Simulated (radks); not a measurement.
Values are calculated unless marked as measured or tabulated.
All-electron atom: Sb22+ in [Ar] 3d10 4s1.

Level of theory: scalar-relativistic Kohn-Sham, r2SCAN, spin-polarised, spherical densities, finite nucleus; open shells are filled with parallel spins first (spin-orbit coupling, left out, can overturn this in heavy ions); meta-GGA in the generalised Kohn-Sham scheme; Fermi nuclear charge, rms radius 4.6802 fm (a radial shooting solver on a logarithmic mesh with Libxc functionals).

Energy parts (eV):
| part | energy |
|---|---|
| total | -170536.322 |
| kinetic | 178606.955 |
| electron-nucleus | -392206.198 |
| Hartree | 47107.686 |
| exchange-correlation | -4044.766 |

Orbitals (lengths in bohr, moments of r in powers of bohr; <r^-3> diverges for s and p1/2; r(max) is where P^2 peaks):
[
 {"orbital": "1s up", "occ.": "1", "eigenvalue (eV)": "-31031.26", "r(max)": "0.01835", "<r^-3>": "-", "<1/r>": "54.32"},
 {"orbital": "1s down", "occ.": "1", "eigenvalue (eV)": "-31030.75", "r(max)": "0.01835", "<r^-3>": "-", "<1/r>": "54.32"},
 {"orbital": "2s up", "occ.": "1", "eigenvalue (eV)": "-5291.296", "r(max)": "0.1035", "<r^-3>": "-", "<1/r>": "12.45"},
 {"orbital": "2s down", "occ.": "1", "eigenvalue (eV)": "-5291.010", "r(max)": "0.1035", "<r^-3>": "-", "<1/r>": "12.45"},
 {"orbital": "2p up", "occ.": "3", "eigenvalue (eV)": "-4816.785", "r(max)": "0.08297", "<r^-3>": "5055", "<1/r>": "11.93"},
 {"orbital": "2p down", "occ.": "3", "eigenvalue (eV)": "-4816.441", "r(max)": "0.08298", "<r^-3>": "5055", "<1/r>": "11.93"},
 {"orbital": "3s up", "occ.": "1", "eigenvalue (eV)": "-1535.729", "r(max)": "0.2973", "<r^-3>": "-", "<1/r>": "4.503"},
 {"orbital": "3s down", "occ.": "1", "eigenvalue (eV)": "-1535.072", "r(max)": "0.2974", "<r^-3>": "-", "<1/r>": "4.502"},
 {"orbital": "3p up", "occ.": "3", "eigenvalue (eV)": "-1379.211", "r(max)": "0.2904", "<r^-3>": "982.0", "<1/r>": "4.290"},
 {"orbital": "3p down", "occ.": "3", "eigenvalue (eV)": "-1378.439", "r(max)": "0.2905", "<r^-3>": "982.3", "<1/r>": "4.291"},
 {"orbital": "3d up", "occ.": "5", "eigenvalue (eV)": "-1144.265", "r(max)": "0.2409", "<r^-3>": "136.6", "<1/r>": "4.064"},
 {"orbital": "3d down", "occ.": "5", "eigenvalue (eV)": "-1143.407", "r(max)": "0.2409", "<r^-3>": "136.8", "<1/r>": "4.067"},
 {"orbital": "4s up", "occ.": "1", "eigenvalue (eV)": "-681.8476", "r(max)": "0.6670", "<r^-3>": "-", "<1/r>": "2.073"},
 {"orbital": "4s down", "occ.": "0", "eigenvalue (eV)": "-670.7649", "r(max)": "0.6652", "<r^-3>": "-", "<1/r>": "2.084"}
]

The highest occupied level is 4s up at -681.85 eV. For comparison, the ionisation energy in NIST's Atomic Spectra Database is 693.3 eV (semi-empirical). In exact Kohn-Sham theory the highest level is minus the ionisation energy, but local and semilocal functionals leave it too shallow, through self-interaction and a potential that decays too fast; potentials with the right tail come closer.
